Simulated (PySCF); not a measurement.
Compound: C2H7FSi2.
Geometry (PBE0-D3(BJ)/def2-SVP, Å), atoms numbered from 1 in this order:
```xyz
12
C2H7FSi2 angstrom
C     -1.6313    0.4670    0.9994
C     -1.5196   -0.4276    0.0100
Si     0.0708   -0.7654   -0.8967
F      0.4467   -2.3508   -0.7450
Si     1.8495    0.4990   -0.0332
H     -2.5851    0.6656    1.5006
H     -0.7754    1.0494    1.3614
H     -2.4204   -0.9778   -0.2950
H     -0.1079   -0.5227   -2.3606
H      1.9597    0.3217    1.4476
H      1.6271    1.9503   -0.3239
H      3.1311    0.0706   -0.6708
```

Computed, not measured: PBE0-D3(BJ)/def2-SVP geometry optimisation, gas phase in PySCF.

Take the most abundant isotopes and a rigid rotor. The values belong to one conformer with, in the numbering `[CH2:1]=[CH:2][Si@H:3]([F:4])[SiH3:5]`, C1–C2–Si3–F4 122°.

(1) Give the principal moments of inertia and the rotational constants in MHz.

(2) What kind of rotor is it?

(3) Is it planar, by Δ = Ic − Ia − Ib?

(4) List the rotational levels J(Ka,Kc) to J = 3 (MHz).

(5) Which types of transition are allowed, and where do some lines up to J = 5 fall?

(6) Estimate the classical rotational partition function at 50 K, 100 K and 200 K.

## Answers

(1) Ia = 160.96, Ib = 208.12, Ic = 332.15 u·Å²; 505379 MHz·u·Å²/I gives A = 3140, B = 2428, C = 1522 MHz.

(2) An asymmetric top. Ray's parameter κ = (2B − A − C)/(A − C) = 0.121; −1 is the prolate and +1 the oblate limit.

(3) Not planar: Δ = Ic − Ia − Ib = -36.93 u·Å². For a rigid frame Δ = −2 Σ m c², so Σ m c² = 18.46 u·Å² lies off the ab plane: 6.97 from hydrogen and 11.49 from heavier atoms. The atom farthest from that plane is 1.86 Å away.

(4) Above 0(0,0):
J = 1: 1(0,1) 3950, 1(1,1) 4661, 1(1,0) 5568
J = 2: 2(0,2) 11370, 2(1,2) 11654, 2(1,1) 14374, 2(2,1) 16509, 2(2,0) 16989
J = 3: 3(0,3) 21814, 3(1,3) 21893, 3(1,2) 27146, 3(2,2) 28358, 3(2,1) 30243, 3(3,1) 34433, 3(3,0) 34620

(5) The dipole components are |μa| = 0.85 D, |μb| = 1.63 D, |μc| = 0.52 D. The squared components, which scale the intensities, stand as 0.27 : 1.00 : 0.10 (a : b : c). Some of the stronger lines:

| type | branch | J(Ka,Kc) | MHz | lower level (cm⁻¹) |
| --- | --- | --- | --- | --- |
| a | Q | 5(4,1) ← 5(4,2) | 462 | 2.646 |
| a | Q | 4(3,1) ← 4(3,2) | 1050 | 1.697 |
| b | Q | 2(1,1) ← 2(0,2) | 3005 | 0.379 |
| c | Q | 3(3,1) ← 3(2,1) | 4190 | 1.009 |
| b | Q | 3(3,0) ← 3(2,1) | 4378 | 1.009 |
| b | Q | 5(4,1) ← 5(3,2) | 5688 | 2.472 |
| b | Q | 3(3,1) ← 3(2,2) | 6075 | 0.946 |
| c | Q | 4(4,1) ← 4(3,1) | 6625 | 1.732 |
| b | Q | 4(4,0) ← 4(3,1) | 6685 | 1.732 |
| c | Q | 5(5,1) ← 5(4,1) | 9091 | 2.661 |
| b | Q | 5(5,0) ← 5(4,1) | 9108 | 2.661 |
| b | R | 3(0,3) ← 2(1,2) | 10160 | 0.389 |
| a | Q | 5(1,4) ← 5(1,5) | 10647 | 1.724 |
| c | R | 2(2,0) ← 1(1,0) | 11421 | 0.186 |
| a | R | 3(2,2) ← 2(2,1) | 11849 | 0.551 |
| a | R | 3(1,2) ← 2(1,1) | 12771 | 0.479 |
| a | R | 4(2,3) ← 3(2,2) | 15399 | 0.946 |
| c | R | 3(1,2) ← 2(0,2) | 15776 | 0.379 |
| a | R | 5(1,5) ← 4(1,4) | 16422 | 1.176 |
| b | R | 5(1,4) ← 4(2,3) | 18562 | 1.460 |
| b | R | 3(2,1) ← 2(1,2) | 18589 | 0.389 |
| b | R | 4(3,1) ← 3(2,2) | 23552 | 0.946 |
| c | R | 5(3,3) ← 4(2,3) | 27404 | 1.460 |

(6) Point group C1, symmetry number σ = 1; q = (√π/σ)·√((kT/h)³/(ABC)), k/h = 20836.6 MHz/K: 17500 at 50 K, 49500 at 100 K, 140000 at 200 K.

No frequency check. Zero-point vibration and centrifugal distortion are left out. A rigid rotor knows nothing of internal rotation, which can split or shift real lines.
